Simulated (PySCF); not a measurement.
Gas-phase reaction: 3 In(CH₃)₂NH₂ + 5 C₃H₆ (cyclic) → 3 In(CH₃)₃.NH₃ + 3 C₄H₆ (butadiene)

Computed with PySCF and rigid-rotor harmonic-oscillator thermochemistry at 1 bar. † marks an energy on the PBE0/def2-TZVP geometry and frequencies. CCSD(T) freezes the core. All species are closed-shell singlets. B3LYP is the form with VWN-RPA correlation. In: scalar-relativistic def2 core potential, no spin-orbit coupling. Adducts (In(CH₃)₃.NH₃) have no counterpoise correction, and HF, PBE, BLYP, B3LYP and PBE0 lack dispersion. Methyl groups turn as free rotors in In(CH₃)₂NH₂. In(CH₃)₂NH₂, In(CH₃)₃.NH₃: computed as isolated molecules; such fragments, hydroxides, amides, oligomers or adducts are transient or little studied in the gas. CCSD(T) isn't extrapolated to the basis-set limit. The harmonic model lacks anharmonicity and excited electronic states, which grow with temperature; levels with a mode under 35 cm⁻¹ are left out. Internal rotation in C₄H₆ (butadiene) is treated as a harmonic vibration of one conformer, which makes the entropy rough. Soft modes under 120 cm⁻¹ make the harmonic entropy rough for In(CH₃)₂NH₂, In(CH₃)₃.NH₃.

```tsv
level	ΔE electronic, kJ	ΔH°(298 K), kJ	ΔS°(298 K), J/K	ΔG°(1000 K), kJ
B3LYP/def2-TZVP†	-182	-183	-116	-113
BLYP/def2-TZVP†	-214	-215	-116	-146
CCSD(T)/def2-SVP†	-209	-210	-116	-140
HF/def2-TZVP†	-181	-182	-116	-113
PBE/def2-TZVP†	-121	-122	-116	-53
PBE0/def2-SVP†	-95	-96	-116	-27
r2SCAN/def2-TZVP†	-152	-153	-116	-84
LDA/def2-TZVP†	-88	-89	-116	-19
ωB97M-V/def2-TZVP†	-154	-154	-116	-85
```
ΔH° is lowest at BLYP/def2-TZVP† and highest at LDA/def2-TZVP†. No reference value is set beside these.
